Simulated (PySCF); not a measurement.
AgF, SMILES [F][Ag], multiplicity 1.

Coordinates come from a B3LYP-D3(BJ)/def2-TZVPD optimisation. The multiplicity is an assumed one; other spin states were not compared. The def2 effective core potentials stand for the cores of Ag; spin–orbit coupling is left out.

Calculation: TDDFT-CAM-B3LYP/def2-TZVPD (PySCF).

Vertical excitations; the highest root listed may be one member of a degenerate set.  State labels are in the subgroup C2v.

```
state  symmetry  energy (eV)  λ (nm)      f                                                main pairs
-----  --------  -----------  ------  -----  --------------------------------------------------------
S1           A1         3.42     362  0.011                                            HOMO→LUMO 91 %
S2           B2         3.50     354  0.011                              HOMO−1→LUMO (degenerate set)
S3           B1         3.50     354  0.011                              HOMO−2→LUMO (degenerate set)
S4           A2         4.50     276  0.000                              HOMO−3→LUMO (degenerate set)
S5           A1         4.50     276  0.000                              HOMO−4→LUMO (degenerate set)
S6           B2         5.33     232  0.000                              HOMO−5→LUMO (degenerate set)
S7           B1         5.33     232  0.000                              HOMO−6→LUMO (degenerate set)
S8           A1         6.60     188  0.051  HOMO−7→LUMO 66 %, HOMO−1→LUMO+2 12 %, HOMO−2→LUMO+1 12 %
S9           B1         6.85     181  0.094                              HOMO→LUMO+1 (degenerate set)
S10          B2         6.85     181  0.094                              HOMO→LUMO+2 (degenerate set)
T1           A1         2.58     481      0                                            HOMO→LUMO 92 %
T2           B2         3.08     403      0                              HOMO−1→LUMO (degenerate set)
T3           B1         3.08     403      0                              HOMO−2→LUMO (degenerate set)
T4           A2         4.12     301      0                                          HOMO−3→LUMO 97 %
```
Triplets are in the Tamm–Dancoff approximation, which puts them higher than full response would, so one can lie above its singlet here.
